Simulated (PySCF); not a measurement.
Cost of excited-state runs on `CCO[C@@](C)(F)C(=O)O`, C5H9FO3

Geometry:
```json
{"atom": "C1", "x (Å)": "2.641", "y (Å)": "0.358", "z (Å)": "-0.768"}
{"atom": "C2", "x (Å)": "1.387", "y (Å)": "0.363", "z (Å)": "0.087"}
{"atom": "O3", "x (Å)": "0.430", "y (Å)": "-0.491", "z (Å)": "-0.540"}
{"atom": "C4", "x (Å)": "-0.795", "y (Å)": "-0.560", "z (Å)": "0.071"}
{"atom": "C5", "x (Å)": "-1.688", "y (Å)": "-1.525", "z (Å)": "-0.700"}
{"atom": "F6", "x (Å)": "-0.640", "y (Å)": "-1.044", "z (Å)": "1.368"}
{"atom": "C7", "x (Å)": "-1.505", "y (Å)": "0.805", "z (Å)": "0.200"}
{"atom": "O8", "x (Å)": "-1.969", "y (Å)": "1.258", "z (Å)": "1.205"}
{"atom": "O9", "x (Å)": "-1.575", "y (Å)": "1.410", "z (Å)": "-0.987"}
{"atom": "H10", "x (Å)": "2.406", "y (Å)": "0.704", "z (Å)": "-1.771"}
{"atom": "H11", "x (Å)": "3.042", "y (Å)": "-0.649", "z (Å)": "-0.832"}
{"atom": "H12", "x (Å)": "3.387", "y (Å)": "1.013", "z (Å)": "-0.327"}
{"atom": "H13", "x (Å)": "1.602", "y (Å)": "-0.010", "z (Å)": "1.096"}
{"atom": "H14", "x (Å)": "0.981", "y (Å)": "1.380", "z (Å)": "0.172"}
{"atom": "H15", "x (Å)": "-2.638", "y (Å)": "-1.634", "z (Å)": "-0.184"}
{"atom": "H16", "x (Å)": "-1.188", "y (Å)": "-2.488", "z (Å)": "-0.752"}
{"atom": "H17", "x (Å)": "-1.842", "y (Å)": "-1.141", "z (Å)": "-1.703"}
{"atom": "H18", "x (Å)": "-2.046", "y (Å)": "2.257", "z (Å)": "-0.911"}
```

PySCF with density fitting, on 1 thread of an Arm Neoverse N1, shared host. Command: `OMP_NUM_THREADS=1 python excited_run.py task.json out`

(1) How long does this run take, and how much memory?
- vibronic structure, B3LYP/def2-SVP; full response; writes grids

Results:

(1) 
| run | level | basis functions | wall time | peak memory (GiB) |
| --- | --- | --- | --- | --- |
| vibronic structure | B3LYP/def2-SVP | 171 | 99 s | 0.96 |

Times from a shared host are rough.
